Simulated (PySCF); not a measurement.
# Reading the logs of faulty runs: BH4OSi2

These are calculations, not measurements. The program is PySCF 2.14.0, an open-source quantum chemistry code, run on an isolated molecule that a program drew, which may never have been made. The molecule is BH4OSi2 (charge 0, doublet), drawn as the SMILES string `B[SiH][SiH]=O`.

Each row is a Hartree-Fock (HF) and frozen-core CCSD(T) single point in the cc-pV(D+d)Z basis, meant for a local HF minimum. Run 1 is clean. Each other run has one planted mistake out of seven kinds, and not every kind appears here: one electron removed, one electron added, multiplicity raised by two, geometry at a saddle point, minimal basis STO-3G, one bond length entered in bohr, all coordinates scaled. The reference is restricted for singlets and unrestricted otherwise, and also for a bond in bohr. Adding or removing an electron swaps singlet and doublet. Electrons count all cores. HOMO and LUMO are orbital energies over both spins, the gradient is its largest component, and the lowest frequency (negative if imaginary) is given only where the gradient is small. Bond lengths are over the 7 bonds as drawn. T1 is the CCSD diagnostic: over 0.02 (restricted) or 0.045 (unrestricted) a single reference is doubtful.

Geometry of the clean run:
```xyz
8
BH4OSi2, angstrom
B    -1.9473    0.0391    1.0358
Si   -0.2426   -0.0133    0.0265
Si    1.1466    1.8329   -0.1230
O     2.4502    1.8659   -0.8690
H    -2.2743    1.0510    1.5862
H    -2.6533   -0.9242    1.1029
H     0.2297   -1.2192   -0.6780
H     0.5964    2.9943    0.6107
```

```
run,electrons,basis functions,<S^2>,HOMO (eV),LUMO (eV),gradient (hartree/bohr),lowest frequency (cm^-1),mean bond (Å),longest bond (Å),T1,HF (hartree),CCSD(T) (hartree),mistake
1,45,94,0.770,-9.12,-0.64,1.9e-05,75,1.5924,2.315,0.0239,-679.68462,-680.18942,no fault
2,45,94,0.844,-8.98,-0.49,7.5e-02,-,1.6944,2.464,0.0319,-679.65595,-680.17354,all coordinates scaled
3,45,94,1.742,-8.78,0.42,9.4e-03,-,1.8867,4.375,0.0293,-679.60366,-680.09048,one bond length entered in bohr
4,45,94,3.779,-6.10,-0.16,1.6e-01,-,1.5924,2.315,0.0497,-679.58277,-680.05316,?
5,45,32,1.232,-4.79,4.99,1.2e-01,-,1.5924,2.315,0.0730,-671.61372,-671.83611,?
```

**Which mistake was planted in run 4, and what did it cost?**

Electrons, basis and geometry are unchanged, and <S^2> is 3.779, beside S(S+1) = 3.75 for a multiplicity of 4. So the mistake is: multiplicity raised by two. Subtracting run 1 and multiplying by 627.51 kcal/mol a hartree, the energy moved by 63.9 kcal/mol in HF and 85.5 kcal/mol in CCSD(T).

**Which mistake was planted in run 5, and what did it cost?**

It has 32 basis functions where the clean run has 94, with the same electrons and geometry. So the mistake is: minimal basis STO-3G. Subtracting run 1 and multiplying by 627.51 kcal/mol a hartree, the energy moved by 5064.6 kcal/mol in HF and 5241.8 kcal/mol in CCSD(T).

Cautions from the logs. Run 4: T1 is over the limit, so its CCSD(T) energy is less reliable; run 5: T1 is over the limit, so its CCSD(T) energy is less reliable.
